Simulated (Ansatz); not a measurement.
Computed with Ansatz on PBE0-D4/def2-TZVP structures; ΔE is electronic, products minus reactants. CBS: MP2 limit from def2 TZ/QZ plus the TZ coupled-cluster correction, frozen cores. This one scheme is used for every species. Functionals use def2-TZVPP. For Se outer-core shells are correlated without core-valence functions, which leaves a few kJ/mol of doubt a bond. Scalar relativity is left out up to krypton. One conformer a species, not always the lowest.

Consider the formal exchange of groups at the Se–Al bond: `C[Se][AlH][F]` + `C#N` → `C[Se]C#N` + `[F][AlH2]`.

```
    level  ΔE (eV)
 PBE-QIDH     1.46
CAM-B3LYP     1.39
```

What does CCSD(T)/CBS give? (Estimate.)

The calculation gave: +1.50 eV. The listed levels differ from it by -0.04, -0.11 eV.

Largest T1 diagnostic among the species: 0.014.

In def2-TZVPP, CCSD(T) changes the Hartree–Fock value by −0.05 eV (the triples alone add −0.02 eV) and MP2 by −0.05 eV. Leaving LDA and LC-ωPBE aside and taking each functional with its dispersion term where it has one, the values, not all of them listed here, spread over 0.20 eV, from B97M-V to r2SCAN0-D4. At CCSD(T), def2-SVP lies −0.03 eV from the extrapolated value and def2-TZVPP −0.07 eV.
